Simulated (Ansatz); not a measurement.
The same ligand exchange along the group B, Al, Ga, In.

Program: Ansatz. Geometries: PBE0-D4/def2-TZVP. ΔE: electronic, gas phase. CCSD(T)/CBS adds triple-zeta CCSD(T) − MP2 to the extrapolated MP2 energy (def2 sets, frozen cores). This one scheme is used for every species. Functionals use def2-TZVPP. def2 core potentials past Kr. For Ga, In outer-core shells are correlated without core-valence functions, which leaves a few kJ/mol of doubt a bond. Scalar relativity is left out up to krypton. Each species was taken in one conformer, which may not be the lowest.

| reaction | CCSD/CBS(def2) (kJ/mol) | MP2/CBS(def2) (kJ/mol) | HF/CBS(def2) (kJ/mol) | r2SCAN-D4 (kJ/mol) | CCSD(T)/CBS(def2) (kJ/mol) |
| --- | --- | --- | --- | --- | --- |
| `OB(Cl)O[SiH3]` + H₂S → `OB(S)Cl` + `O[SiH3]` | 70 | 60 | 88 | 63 | 66 |
| `[OH][Al]([Cl])[O][SiH3]` + H₂S → `[OH][Al]([SH])[Cl]` + `O[SiH3]` | 47 | 42 | 60 | 40 | 44 |
| `[OH][Ga]([Cl])[O][SiH3]` + H₂S → `[OH][Ga]([SH])[Cl]` + `O[SiH3]` | -21 | -25 | -11 | -27 | -22 |
| `[OH][In]([Cl])[O][SiH3]` + H₂S → `[OH][In]([SH])[Cl]` + `O[SiH3]` | -52 | -56 | -52 | -60 | -52 |

Largest T1 diagnostic: 0.015, for `[OH][In]([Cl])[O][SiH3]`.
